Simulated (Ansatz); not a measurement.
Species: MnF (charge 0, septet). The spin state was set by rule; other spins were not relaxed. 
Structure (B3LYP-D3(BJ)/def2-TZVP (Ansatz, a quantum-chemistry and plane-wave program) minimum search):
```xyz
2

Mn     0.0000     0.0000    -0.4869
F      0.0000     0.0000     1.3524
```
Charge 0, spin multiplicity 7.

Basis-set convergence of Hartree-Fock and CCSD correlation energies (hartree) with Ansatz. Valence correlation only, unless marked. Open shells are spin-unrestricted. Spin-orbit coupling is left out. Frozen are the shells of the preceding noble gas and the d and f shells that filled before the atom's block. Non-relativistic.

```csv
basis,functions,E(HF),"E(corr, CCSD)"
def2-SVPD,57,-1249.12202,-0.28148
def2-TZVPPD,107,-1249.38800,-0.37808
def2-QZVPPD,166,-1249.41461,-0.40705
```

Extrapolating the two largest sets (X = 3 and 4) as X^-3: E(corr) = (64·(-0.40705) - 27·(-0.37808))/37 = -0.4282 Eh, an estimate of the basis-set limit. The largest set recovers 95.1 % of it, the smallest 65.7 %.
